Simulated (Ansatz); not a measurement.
Two isomers of CH6GeOSi: A = `[CH2]1[SiH2][O][GeH2]1`, B = `[SiH3][CH]1[O][GeH2]1`.

Gas-phase electronic energies from Ansatz, PBE0-D4/def2-TZVP geometries. CBS: MP2 limit from def2 TZ/QZ plus the TZ coupled-cluster correction, frozen cores. DFT in def2-TZVPP. B3LYP here is the variant with VWN-RPA as its local correlation; programs differ in this. For Ge outer-core shells are correlated without core-valence functions, which leaves a few kJ/mol of doubt a bond. Scalar relativity is left out up to krypton.

A:

```xyz
10

C    -0.997   -0.316    0.069
Si   -0.051    1.239   -0.450
O     1.441    0.577   -0.142
Ge    0.804   -1.039    0.412
H    -1.622   -0.230    0.957
H    -1.546   -0.834   -0.717
H    -0.224    1.612   -1.880
H    -0.329    2.434    0.392
H     1.207   -1.290    1.874
H     1.317   -2.152   -0.515
```

B:

Z-matrix (Å, degrees):
```
Si
C 1 1.870
H 1 1.488 2 111.2
H 1 1.487 2 109.1 3 120.1
H 1 1.488 2 109.0 3 -120.3
O 2 1.446 1 115.9 3 -67.4
Ge 2 1.906 1 121.0 3 -141.6
H 2 1.094 1 116.8 3 70.1
H 7 1.525 2 121.3 1 13.7
H 7 1.526 2 120.9 1 -162.2
```

Q: Which isomer does CCSD(T)/CBS put lower? Give the gap. (An estimate is asked.)

A: Ansatz gave: A, by 286.9 kJ/mol.

Q: Give E(B) − E(A) in kJ/mol with PBE0-D4, B3LYP, CCSD/def2-TZVPP, PBE-D4, r2SCAN-D4, HF/def2-TZVPP, B2PLYP. (Best estimate.)

A: The calculation gave: PBE0-D4 283.0, B3LYP 276.4, CCSD/def2-TZVPP 295.2, PBE-D4 261.9, r2SCAN-D4 281.4, HF/def2-TZVPP 315.8, B2PLYP 285.2. None reverses the order clearly.

Largest T1 diagnostic: 0.014.

From PBE to PBE0 (25 % exact exchange), in def2-TZVPP and without D4, E(B) − E(A) moves by +21.3 kJ/mol. In def2-TZVPP, CCSD(T) changes the Hartree–Fock value by −27.1 kJ/mol (the triples alone add −6.5 kJ/mol) and MP2 by −18.3 kJ/mol.
